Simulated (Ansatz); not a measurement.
C₂H₆BrFSn, singlet, at a GFN2-xTB geometry (such geometries of metal compounds can be far from the true shape) (all electrons, no relativity); SC-NEVPT2/STO-3G, CASSCF(2,4) (Ansatz, a program for electronic structure).

Input for Ansatz:
Ansatz 0.2 input:
```yaml
crystal:
  periodic: [false, false, false]
  atoms:
    - {symbol: C, position_ang: [2.09416219, -1.37267024, -0.05592354]}
    - {symbol: Sn, position_ang: [0.08935368, -0.48824962, -0.38329518]}
    - {symbol: C, position_ang: [-1.83459878, -1.52483115, -0.73843611]}
    - {symbol: F, position_ang: [0.34828954, 0.51168642, -2.09448801]}
    - {symbol: Br, position_ang: [-0.28497310, 1.33522721, 1.29155666]}
    - {symbol: H, position_ang: [2.54568054, -0.88899938, 0.80337397]}
    - {symbol: H, position_ang: [1.98813534, -2.43688820, 0.11594315]}
    - {symbol: H, position_ang: [2.67555997, -1.18395296, -0.95038081]}
    - {symbol: H, position_ang: [-2.49022764, -0.81944125, -1.23722313]}
    - {symbol: H, position_ang: [-2.25109677, -1.82617453, 0.21561733]}
    - {symbol: H, position_ang: [-1.65366304, -2.38518399, -1.37050435]}
basis:
  gaussian:
    orbitals: STO-3G
magnetization: {spin_polarized: false}
correlation: {method: sc_nevpt2, electrons: all, active_space: {window: {electrons: 2, orbitals: 4}}}
```

It wrote (shortened):

```
Functional definition: HF
835 factors; integrals over basis functions are off by at most 3.8e-5 eV
mean field evaluation 1: about -236311.7006 eV, gradient 2.1e1 eV
mean field evaluation 2: about -236311.7845 eV, gradient 2.1e1 eV
mean field evaluation 4: about -236314.7037 eV, gradient 1.7e0 eV
mean field evaluation 8: about -236314.7243 eV, gradient 1.1e-4 eV
mean field -236314.72433059 eV, -8684.4059392760 hartree, gradient 1.6e-6 eV, S^2 0.000000; 0 other end points of the search recorded, 0 dependent functions left out
reference -236314.72433059 eV, -8684.4059392760 hartree; 56, 56 occupied and 10, 10 virtual orbitals, 835 factors
state -236315.38442862 eV, -8684.4301974311 hartree
state -236315.38442862 eV, -8684.4301974311 hartree; corrected -236319.23535528 eV, -8684.5717163756 hartree
state -236315.15100552 eV, -8684.4216192903 hartree
state -236315.15100552 eV, -8684.4216192903 hartree; corrected -236319.13285238 eV, -8684.5679494635 hartree
state -236315.38442862 eV, -8684.4301974311 hartree; corrected -236319.23535528 eV, -8684.5717163756 hartree
WARN: 2 active orbitals are nearly empty or full. The corrections depend on them more than the energy does, and are more stable in an active space without them
Total energy: -236319.23535528 eV, -8684.5717163756 hartree
```
